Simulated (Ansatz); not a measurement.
C$_{3}$H$_{4}$F$_{2}$GeO (`C#[C][Ge]([F])([F])[O]C`). The species carries charge 0 and has multiplicity 1. All single points use the PBE0-D4/def2-TZVP geometry. It is one conformer, not always the lowest.

```xyz
11

C    -2.933   -1.420    0.648
C    -1.780   -1.114    0.501
Ge    0.011   -0.648    0.276
F     0.862   -0.728    1.766
F     0.825   -1.784   -0.721
O     0.169    0.940   -0.401
C     1.454    1.491   -0.657
H    -3.956   -1.692    0.779
H     2.039    1.585    0.263
H     1.297    2.484   -1.077
H     2.012    0.886   -1.377
```

Question: What is the dipole moment at r2SCAN/def2-TZVPP? (Best estimate.)

Answer: Ansatz gave: 1.88 D, with components (-1.59, 0.93, -0.37) D in this frame, pointing from negative to positive charge.

Question: And with PBE, B3LYP, ωB97M-V? (Best estimate.)

Answer: Ansatz gave: PBE 1.81 D, B3LYP 1.89 D, ωB97M-V 1.88 D.

Question: Give the Mulliken charges with r2SCAN, B3LYP, PBE in def2-TZVPP. (Estimate.)

Answer: The calculation gave: 
```
atom  r2SCAN  B3LYP    PBE
  C1   -0.17  -0.07  -0.07
  C2   -0.24  -0.36  -0.30
 Ge3    1.08   1.09   0.93
  F4   -0.35  -0.36  -0.32
  F5   -0.35  -0.36  -0.32
  O6   -0.39  -0.39  -0.32
  C7   -0.01  -0.15  -0.16
  H8    0.22   0.25   0.21
  H9    0.08   0.12   0.11
 H10    0.07   0.12   0.11
 H11    0.08   0.12   0.11
```

B3LYP here is the variant with VWN-RPA as its local correlation; programs differ in this.
